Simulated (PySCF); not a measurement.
PySCF 2.14 output of an unrestricted B3LYP calculation on a single atom or ion in 6-31G*, with the non-relativistic Hamiltonian (point nucleus):

```
SCF conv_tol = 1e-09
number electrons alpha = 9  beta = 8
    P. J. Stephens, F. J. Devlin, C. F. Chabalowski, and M. J. Frisch.,  J. Phys. Chem. 98, 11623 (1994)
cycle= 1 E= -526.933021538446  delta_E= -0.00313  |g|= 0.00832  |ddm|= 0.0591
cycle= 2 E= -526.933059462382  delta_E= -3.79e-05  |g|= 0.00291  |ddm|= 0.0142
cycle= 3 E= -526.933063950415  delta_E= -4.49e-06  |g|= 0.000652  |ddm|= 0.00518
cycle= 4 E= -526.933064185687  delta_E= -2.35e-07  |g|= 2.61e-05  |ddm|= 0.00093
cycle= 5 E= -526.933064186233  delta_E= -5.46e-10  |g|= 1.96e-06  |ddm|= 5.07e-05
converged SCF energy = -526.933064186233  <S^2> = 0.75171295  2S+1 = 2.0017122
```

The run itself started from symmetry-adapted Hartree-Fock orbitals and held the occupation by maximum overlap, on a logarithmic radial grid, so the iterations belong to that start.

Task: Which element, charge and spin multiplicity is this?

Result: Ar⁺ (argon, charge +1), multiplicity 2; the state was [Ne] 3s2 3p5, 2P determinant.
